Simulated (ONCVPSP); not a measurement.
**What one change does to a pseudopotential (C, ONCV)**

carbon, optimised norm-conserving Vanderbilt (ONCV), made with ONCVPSP 4.0.1 (PBE, scalar-relativistic). Core none, reference 1s2 2s2 2p2. Waves: 1s+2s: rc 0.55 bohr, ncon 4, nbas 9, qcut 26.3 1/bohr, 2 projectors; 2p: rc 2.65 bohr, ncon 3, nbas 7, qcut 6.1 1/bohr, 2 projectors, debl 3.8 Ha; d scattering state at 0.1 Ha: rc 2.90 bohr, ncon 5, nbas 9, qcut 3.7 1/bohr, 2 projectors, debl 2.8 Ha. Local part: polynomial inside 0.55 bohr (lpopt 5, dvloc0 1 Ha). Core correction: none.

Change: local potential polynomial inside 0.55 bohr (lpopt 5, dvloc0 8 Ha).

Cutoffs: the cutoffs (Ha) at which the residual kinetic energy of the hardest occupied pseudo-wave falls to 1 and 0.1 mHa per electron; they do not see the model core or the augmentation charge, which bear on the density cutoff. Errors are all-electron minus pseudo energies relative to the spin-unpolarised reference configuration.

Question: How do hardness, ghosts and transferability respond?

Answer: The potential gets neither clearly harder nor softer (233 Ha and 268 Ha → 233 Ha and 268 Ha); the bound ghost in p disappears; of the 4 tests that both files solve, the error grows in 1 and shrinks in 0 by more than 15 % and 0.3 meV (median size 357.3 → 360.0 meV). In the separable form a ghost depends on how the local part lies against the semilocal potential of the channel, so the choice of the local part can create or remove one.

| quantity | base | changed |
| --- | --- | --- |
| cutoff, loose | 233 Ha | 233 Ha |
| cutoff, tight | 268 Ha | 268 Ha |
| bound ghosts | p | none |
| GHOST(+) flags under 300 eV | none | none |
| error for 1s2 2s2 2p1, meV [ΔE 10.86 eV] | +70 | +75 |
| error for 1s2 2s2 2p0, meV [ΔE 35.02 eV] | +645 | +645 |
| error for 1s2 2s1 2p0, meV [ΔE 83.21 eV] | +1252 | +1252 |
| error for 1s2 2s2 2p1.5, meV [ΔE 3.96 eV] | +9.3 | +11 |
| s: phases at 0.56 bohr within 0.05 rad from the reference energy up to (Ha; the scan ends near 5) | to the end of the scan | to the end of the scan |
| p: phases at 2.69 bohr within 0.05 rad from the reference energy up to (Ha; the scan ends near 5) | n/a | 0.4 |
| d: phases at 2.94 bohr within 0.05 rad from the reference energy up to (Ha; the scan ends near 5) | 2.0 | 2.0 |

 A true bound ghost makes a file unfit for plane-wave use even where its test errors are small: the radial tests pick states by their node count and pass the ghost by.
